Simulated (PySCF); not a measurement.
H3Si2 (SMILES [Si][SiH3]), doublet, geometry from GFN2-xTB; DF-TPSS/cc-pVTZ (PySCF).

The PySCF input:
```python
from pyscf import gto, scf, dft

mol = gto.M(
    atom='''
Si    1.30428247   -0.05685822    0.07372436
Si   -0.96457077    0.04804687   -0.07166066
H    -1.64097373    1.35010463   -0.26644745
H    -1.42237526   -0.40812985    1.26297987
H    -1.69261477   -0.81861577   -1.02542429
''',
    basis='cc-pvtz',
    spin=1,
    verbose=4,
)

mf = dft.UKS(mol)
mf.xc = 'tpss'
mf = mf.density_fit(auxbasis='def2-universal-jkfit')
mf.kernel()
mf.analyze()
```

Predict the main parts of the log of this PySCF run.


```
PySCF version 2.14.0

[INPUT] verbose = 4
[INPUT] num. atoms = 5
[INPUT] num. electrons = 31
[INPUT] charge = 0
[INPUT] spin (= nelec alpha-beta = 2S) = 1
[INPUT] symmetry False subgroup None
[INPUT] Mole.unit = angstrom
[INPUT] Symbol           X                Y                Z      unit          X                Y                Z       unit  Magmom
[...]
nuclear repulsion = 68.2493048977567
number of shells = 36
number of NR pGTOs = 166
number of NR cGTOs = 110
basis = cc-pvtz
ecp = {}

******** <class 'pyscf.df.df_jk.DFUKS'> ********
method = DFUKS
initial guess = minao
damping factor = 0
level_shift factor = 0
DIIS = <class 'pyscf.scf.diis.CDIIS'>
diis_start_cycle = 1
diis_space = 8
diis_damp = 0
SCF conv_tol = 1e-09
SCF conv_tol_grad = None
SCF max_cycles = 50
direct_scf = False
number electrons alpha = 16  beta = 15
XC library pyscf.dft.libxc version 7.1.2
    S. Lehtola, C. Steigemann, M. J. T. Oliveira, and M. A. L. Marques,  SoftwareX 7, 1–5 (2018)
XC functionals = tpss
    J. Tao, J. P. Perdew, V. N. Staroverov, and G. E. Scuseria,  Phys. Rev. Lett. 91, 146401 (2003)
    J. P. Perdew, J. Tao, V. N. Staroverov, and G. E. Scuseria,  J. Chem. Phys. 120, 6898 (2004)
    J. Tao, J. P. Perdew, V. N. Staroverov, and G. E. Scuseria,  Phys. Rev. Lett. 91, 146401 (2003)
    J. P. Perdew, J. Tao, V. N. Staroverov, and G. E. Scuseria,  J. Chem. Phys. 120, 6898 (2004)
radial grids:
    Treutler-Ahlrichs [JCP 102, 346 (1995); DOI:10.1063/1.469408] (M4) radial grids

becke partition: Becke, JCP 88, 2547 (1988); DOI:10.1063/1.454033
pruning grids: <function nwchem_prune>
grids dens level: 3
symmetrized grids: False
atomic radii adjust function: <function treutler_atomic_radii_adjust>
small_rho_cutoff = 0
Set gradient conv threshold to 3.16228e-05
tot grids = 67784
init E= -580.641907965575

cycle= 1 E= -580.734272992436  delta_E= -0.0924  |g|= 0.153  |ddm|= 1.12
cycle= 2 E= -580.723049038862  delta_E= 0.0112  |g|= 0.168  |ddm|= 0.392
cycle= 3 E= -580.751603359148  delta_E= -0.0286  |g|= 0.034  |ddm|= 0.261
cycle= 4 E= -580.752687215081  delta_E= -0.00108  |g|= 0.00571  |ddm|= 0.0511
cycle= 5 E= -580.752701649956  delta_E= -1.44e-05  |g|= 0.00364  |ddm|= 0.00979
cycle= 6 E= -580.752715257663  delta_E= -1.36e-05  |g|= 0.000756  |ddm|= 0.00475
cycle= 7 E= -580.752716052157  delta_E= -7.94e-07  |g|= 0.000318  |ddm|= 0.00186
cycle= 8 E= -580.752716311258  delta_E= -2.59e-07  |g|= 0.000166  |ddm|= 0.000968
[...]
converged SCF energy = -580.752716950944  <S^2> = 0.75758098  2S+1 = 2.0075667
Total Energy =                        -580.752716950943977
[...]
spin_pop of  1 Si 4f-2      0.00016
spin_pop of  1 Si 4f-1      0.00001
spin_pop of  1 Si 4f+0      0.00002
spin_pop of  1 Si 4f+1      0.00009
spin_pop of  1 Si 4f+2      0.00002
spin_pop of  1 Si 4f+3     -0.00010
spin_pop of  2 H 1s        0.03427
spin_pop of  2 H 2s        0.00023
spin_pop of  2 H 3s        0.00054
spin_pop of  2 H 2px      -0.00010
spin_pop of  2 H 2py       0.00037
spin_pop of  2 H 2pz       0.00004
spin_pop of  2 H 3px       0.00001
spin_pop of  2 H 3py       0.00000
spin_pop of  2 H 3pz       0.00000
spin_pop of  2 H 3dxy      0.00001
spin_pop of  2 H 3dyz      0.00001
spin_pop of  2 H 3dz^2     0.00000
spin_pop of  2 H 3dxz     -0.00000
spin_pop of  2 H 3dx2-y2    0.00002
spin_pop of  3 H 1s       -0.00691
spin_pop of  3 H 2s       -0.00005
spin_pop of  3 H 3s       -0.00000
spin_pop of  3 H 2px       0.00002
spin_pop of  3 H 2py       0.00000
spin_pop of  3 H 2pz      -0.00004
spin_pop of  3 H 3px       0.00000
spin_pop of  3 H 3py       0.00001
spin_pop of  3 H 3pz       0.00000
spin_pop of  3 H 3dxy      0.00001
spin_pop of  3 H 3dyz      0.00000
spin_pop of  3 H 3dz^2    -0.00000
spin_pop of  3 H 3dxz      0.00000
spin_pop of  3 H 3dx2-y2    0.00000
spin_pop of  4 H 1s        0.03427
spin_pop of  4 H 2s        0.00023
spin_pop of  4 H 3s        0.00054
spin_pop of  4 H 2px      -0.00011
spin_pop of  4 H 2py       0.00014
spin_pop of  4 H 2pz       0.00028
spin_pop of  4 H 3px       0.00001
spin_pop of  4 H 3py       0.00001
spin_pop of  4 H 3pz       0.00000
spin_pop of  4 H 3dxy      0.00001
spin_pop of  4 H 3dyz      0.00002
spin_pop of  4 H 3dz^2     0.00001
spin_pop of  4 H 3dxz      0.00000
spin_pop of  4 H 3dx2-y2    0.00000
 ** Mulliken Spin Density (per atom)  **
spin density of  0 Si =      0.93509
spin density of  1 Si =      0.00104
spin density of  2 H =      0.03541
spin density of  3 H =     -0.00695
spin density of  4 H =      0.03541
 ** Mulliken pop alpha/beta on meta-lowdin orthogonal AOs **
 ** Mulliken pop       alpha | beta **
In total            16.00000 | 15.00000
 ** Mulliken atomic charges   ( Nelec_alpha | Nelec_beta ) **
charge of  0Si =      0.05058  (     7.44225      6.50717 )
charge of  1Si =      0.18430  (     6.90837      6.90733 )
charge of  2H =     -0.08641  (     0.56091      0.52550 )
charge of  3H =     -0.06206  (     0.52756      0.53451 )
charge of  4H =     -0.08641  (     0.56091      0.52550 )
Dipole moment(X, Y, Z, Debye):  0.28100,  0.05267, -0.16969
```
